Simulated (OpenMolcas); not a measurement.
Consider [Cu2(μ-Br)2(Cl)4]2-, a planar model complex in vacuum (2 bridging Br, bridge angle 84°, metal-metal distance 3.37 Å, Cu–Br 2.52 Å; typed geometry, not optimised).

```xyz
8

Cu    -1.6869     0.0000     0.0000
Cu     1.6869     0.0000     0.0000
Br     0.0000     1.8735     0.0000
Br     0.0000    -1.8735     0.0000
Cl    -3.3344     1.6476     0.0000
Cl    -3.3344    -1.6476     0.0000
Cl     3.3344     1.6476     0.0000
Cl     3.3344    -1.6476     0.0000
```

Problem. Give the energies of the total-spin states at CASSCF(2,2) on the singly occupied d orbitals (ANO-RCC-VDZP on Cu, Cl and ANO-RCC-VDZ on Br, scalar-relativistic DKH2, RICD, no spin-orbit coupling, OpenMolcas), and the exchange constant.

Solution. Local spins 1/2 and 1/2.

```csv
total S,E (cm⁻¹),"natural occupations, lowest and highest"
1,0.0,"1.000, 1.000"
0,9.9,"0.987, 1.013"
```

J = 4.9 cm⁻¹ (ferromagnetic).

J is defined by H = −2J S1·S2, so negative values are antiferromagnetic. Wave-function values come from the highest and lowest total spin; broken-symmetry values use Yamaguchi's formula with the computed ⟨S²⟩. The active space holds the singly occupied metal orbitals alone, without bridging-ligand orbitals. No row is a measured value.
